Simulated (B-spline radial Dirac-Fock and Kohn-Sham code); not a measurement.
**Total conversion coefficients of Cu against transition energy**

These are calculated numbers from a radial finite-basis atomic code; the model is a Dirac-Hartree-Slater potential of the neutral atom with a Latter tail (no hole, which puts coefficients of high multipoles low close above an edge), finite nucleus with surface currents. Subshells within 1 keV of threshold and pair formation are left out.

```
energy (keV)        E1        E3        M2        M3        M4        M5
        12.3      24.4    179000      1780     95400  8.60e+06  9.02e+08
          13      21.0    130000      1420     73100  5.99e+06  5.84e+08
          20      6.42     12200       254      9430    422000  2.28e+07
        21.8      5.03      7850       181      6270    255000  1.23e+07
        42.8     0.710       300      13.1       266      5630    128000
          50     0.448       146      7.24       129      2390     46500
        53.3     0.370       108      5.69      96.4      1680     30900
        59.2     0.270      66.7      3.84      59.6       950     15800
        99.1    0.0569      6.18     0.586      5.90      60.2       628
         100    0.0554      5.93     0.568      5.67      57.4       594
         106    0.0464      4.54     0.461      4.39      42.3       416
         136    0.0218      1.45     0.193      1.49      11.7      92.8
         200   0.00685     0.252    0.0527     0.300      1.71      9.87
         224   0.00490     0.152    0.0364     0.190     0.992      5.22
         500  0.000540   0.00549   0.00318   0.00954    0.0282    0.0831
         652  0.000286   0.00212   0.00153   0.00394   0.00994    0.0249
         657  0.000281   0.00207   0.00150   0.00385   0.00966    0.0241
         694  0.000249   0.00172   0.00130   0.00323   0.00787    0.0190
         771  0.000197   0.00122  0.000984   0.00232   0.00535    0.0122
         852  0.000160  0.000898  0.000761   0.00171   0.00375   0.00813
         855  0.000159  0.000889  0.000755   0.00169   0.00370   0.00802
        1000  0.000116  0.000562  0.000511   0.00107   0.00217   0.00435
        1020  0.000112  0.000531  0.000487   0.00101   0.00203   0.00404
        1190  8.43e-05  0.000350  0.000336  0.000654   0.00123   0.00229
        1280  7.41e-05  0.000290  0.000284  0.000536  0.000982   0.00177
        1860  4.03e-05  0.000121  0.000124  0.000206  0.000331  0.000523
        1960  3.72e-05  0.000108  0.000111  0.000182  0.000288  0.000447
        2000  3.61e-05  0.000103  0.000106  0.000173  0.000272  0.000421
```

Q: How fast do they fall between 1860 and 2000 keV?

A: As powers of the energy: E1 E^-1.50, E3 E^-2.15, M2 E^-2.10, M3 E^-2.40, M4 E^-2.70, M5 E^-3.00. Within one type (E or M) the higher multipoles fall faster.
